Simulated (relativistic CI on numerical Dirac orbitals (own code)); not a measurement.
Method of calculation: Dirac-Coulomb-Breit CI, separate exchange-only KLI orbitals for each configuration, model QED, unscaled Slater integrals (own radial code, finite nucleus).

The strongest absorption lines from the ground level of an ion, among the configurations computed and to levels below about 11700 eV (vacuum wavelength in Å, gf): 1.0702 (0.092), 1.1056 (0.26), 1.2107 (0.51), 1.3742 (0.29), 1.4149 (0.39), 1.4195 (1), 1.5839 (2.4), 1.7291 (0.15).

Problem. Which ion is it?
A. Gd54+
B. Pr49+
C. Tm59+
D. W64+

Solution. C. Tm59+ has 10 electrons and the ground level 2s2 2p6 1S_0; the strongest line goes to 2s2 2p5 3d 1P°_1. The pattern of lines fixes the number of electrons, and along that sequence the line energies rise steadily with the charge (about as its square where n changes within one kind of shell, about linearly where n is kept but much faster in heavy ions where fine structure, which grows about as Z⁴, sets the gap, and irregularly where shells cross), which fixes Z. Configurations outside the model, such as inner-shell arrays, can give stronger lines. At this charge energies of transitions that change n are usually good to better than 1 %, and those within a shell (Δn = 0) to a few per cent.

LS names give the leading component of a level, which can be under half, so a name can repeat, a term be missing and a line seem to break the LS rules.
